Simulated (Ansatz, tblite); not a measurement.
Cost and result up the ladder for B(H2O)Cl3 (BCl3OH2) (7 atoms). The state is a singlet with charge 0. Geometry: r2SCAN-D4/def2-SVP.

```xyz
7

B    -0.5514   -0.1660    0.2797
O     0.6833    0.1518   -0.8137
H     1.4444   -0.3793   -0.5105
H     0.9143    1.0913   -0.6828
Cl   -1.9394   -0.7367   -0.7032
Cl   -0.7731    1.4667    1.0757
Cl    0.2218   -1.4278    1.3549
```

Ansatz on 4 threads of Intel Xeon on a shared host; xTB runs through tblite on one thread. Times are rough, summed over both states, and most runs start from the orbitals of an earlier one. PBE0-D4/def2-TZVP serves as the yardstick here, not as an exact answer. The other state is a triplet.

The xTB rows come from tblite.

xTB has no spin-polarisation term.

```tsv
level	functions	wall time	vertical triplet (eV)	difference from PBE0-D4/def2-TZVP (eV)
GFN2-xTB	37	0.046 s	8.34	1.23
GFN1-xTB	39	0.094 s	7.25	0.13
PBE-D4/def2-TZVP	185	32 s	6.40	-0.71
r2SCAN-D4/def2-TZVP	185	44 s	6.78	-0.33
PBE0-D4/def2-TZVP	185	50 s	7.11	0.00
```
